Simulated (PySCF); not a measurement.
# Molecular orbitals of CaPb⁻

M06-2X at R = 3.220 Å; Ca def2-SVPD, Pb def2-SVPD with ECP60; scalar-relativistic core potentials (PySCF 2.14). State: ⁴Σ⁻ (quartet), unpaired electrons σ ↑, π ↑↑. Only the outer orbitals are listed, counted within each symmetry, core potentials removing the inner ones.

```csv
spin,orbital,occ.,ε (eV),on Ca (%),main shells (%)
α,9σ,1,-11.03,4,96 Pb s
α,10σ,1,-2.35,41,"60 Pb p, 37 Ca s"
α,5π,1,-1.52,12,88 Pb p
α,5π,1,-1.52,12,88 Pb p
α,11σ,1,-0.46,78,"51 Ca s, 22 Ca p, 16 Pb p"
α,6π,0,2.90,98,93 Ca p
α,6π,0,2.90,98,93 Ca p
β,9σ,1,-7.50,5,95 Pb s
β,10σ,1,-0.95,99,98 Ca s
β,11σ,0,1.63,-10,"90 Pb s, 10 Pb d, 10 Pb p"
β,5π,0,1.72,39,"62 Pb p, 38 Ca p"
β,5π,0,1.72,39,"62 Pb p, 38 Ca p"
```

Problem. Which are the highest filled and the lowest empty level, where do they sit, and how wide is the gap?

Solution. Highest filled α 11σ at -0.46 eV (in %: 51 Ca s, 22 Ca p, 16 Pb p); lowest empty β 11σ at 1.63 eV (in %: 90 Pb s, 10 Pb d, 10 Pb p); the gap at M06-2X is 2.09 eV. An empty level above zero is unbound, and its energy depends on the basis.

```
bond order (Mayer)                                                                                                 : 0.84
⟨S²⟩                                                                                                               : 3.764
charge on Ca (Mulliken, basis-dependent)                                                                           : -0.51
charge on Ca (Löwdin, basis-dependent)                                                                             : -0.46
dipole moment (positive dipole points towards Pb; it is taken about the centre of mass and depends on that origin) : 6.37 D
```

Shares are Mulliken populations and can fall outside 0 to 100 %.

Spin–orbit coupling is left out, which matters for elements this heavy, above all for dissociation energies. The state is the lowest determinant that a PBE0 search found; another state may lie lower at other levels.
